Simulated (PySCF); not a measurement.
Isomers C8H7F3O:

A. SMILES O=C1C=C[C@H](C(F)=C(F)F)CC1
B. SMILES C=C1C=C(C(F)(F)F)/C1=C\OC
C. SMILES Cc1cccc(OC(F)(F)F)c1

Spectrum 1. ¹³C{¹H} NMR (computed): δ 152.4 (C), 151.0 (C), 145.6 (CH), 140.2 (CH), 129.9 (C), 121.5 (C), 105.3 (CH2), 60.8 (CH3).

Spectrum 2. ¹³C{¹H} NMR (computed): δ 158.3 (C), 146.5 (C), 135.4 (CH), 131.1 (CH), 130.1 (C), 124.0 (CH), 117.7 (CH), 23.9 (CH3).

Spectrum 3. ¹³C{¹H} NMR (computed): δ 199.6 (C), 166.6 (C), 157.8 (CH), 140.8 (C), 139.4 (CH), 41.2 (CH2), 40.5 (CH), 31.2 (CH2).

PySCF calculation with PBE0/pcSseg-1 with gauge-including orbitals and geometry: GFN2-xTB; fast rotation and ring inversion assumed for equivalent nuclei, a single conformation, no relativistic terms, isolated molecule.

δ = σ(ref) − σ, references computed at the same level: ¹³C (σ = 186.93 ppm) vs TMS. Splittings of carbon signals by F and P are missing where no couplings were computed. Shifts are as computed. Against solution values, carbons near 30 ppm lie about +3 ppm off and those near 130 ppm about +5 ppm. Of 1211 compounds with measured shifts, 218 miss one by over three times the rms of a fit or turn the order of signals round; such compounds aren't used in these exercises.

Task: Which spectrum belongs to which compound?

Result: 1–B, 2–C, 3–A.

- Spectrum 1 (B): 8 ¹³C signals; δC 152.4 is a fully substituted alkene carbon; δC 151.0 is a fully substituted alkene carbon.
- Spectrum 2 (C): 8 ¹³C signals; δC 158.3 is an aromatic carbon bearing oxygen; δC 135.4 is an aromatic CH.
- Spectrum 3 (A): 8 ¹³C signals; δC 199.6 is a ketone carbonyl carbon; δC 157.8 is a β carbon of a C=C–C=O unit.
